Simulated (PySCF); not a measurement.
Gas-phase reaction: 3 WO2Cl2 + 3 Cl2 ⇌ 3 WOCl4 + O3

Computed with PySCF (xtb for GFN2) and rigid-rotor harmonic-oscillator thermochemistry at 1 bar. † marks an energy on the PBE0/def2-TZVP geometry and frequencies; other levels use their own. All species are closed-shell singlets. B3LYP is the form with VWN-RPA correlation. W: scalar-relativistic def2 core potential, no spin-orbit coupling. The harmonic model lacks anharmonicity and excited electronic states, which grow with temperature; levels with a mode under 35 cm⁻¹ are left out. Strong static correlation: O3. Soft modes under 120 cm⁻¹ make the harmonic entropy rough for WO2Cl2, WOCl4.

ΔH° and ΔS° at 298 K: B3LYP/def2-TZVP† 280 kJ, -296 J/K; GFN2-xTB -233 kJ, -274 J/K; HF/def2-TZVP† 410 kJ, -296 J/K; M06-2X/def2-TZVP† 293 kJ, -296 J/K.

### Question
With the heat capacities included, give log10 K (1 bar) at 500, 800, 1400, 1600, 2000 K from B3LYP/def2-TZVP†, GFN2-xTB, HF/def2-TZVP†, M06-2X/def2-TZVP†.

### Answer
```json
[
 {"T (K)": "500", "B3LYP/def2-TZVP†": "-44.6", "GFN2-xTB": "10.2", "HF/def2-TZVP†": "-58.2", "M06-2X/def2-TZVP†": "-45.9"},
 {"T (K)": "800", "B3LYP/def2-TZVP†": "-33.3", "GFN2-xTB": "1.3", "HF/def2-TZVP†": "-41.9", "M06-2X/def2-TZVP†": "-34.2"},
 {"T (K)": "1400", "B3LYP/def2-TZVP†": "-25.1", "GFN2-xTB": "-4.8", "HF/def2-TZVP†": "-29.9", "M06-2X/def2-TZVP†": "-25.6"},
 {"T (K)": "1600", "B3LYP/def2-TZVP†": "-23.7", "GFN2-xTB": "-5.8", "HF/def2-TZVP†": "-27.9", "M06-2X/def2-TZVP†": "-24.1"},
 {"T (K)": "2000", "B3LYP/def2-TZVP†": "-21.6", "GFN2-xTB": "-7.1", "HF/def2-TZVP†": "-25.0", "M06-2X/def2-TZVP†": "-22.0"}
]
```
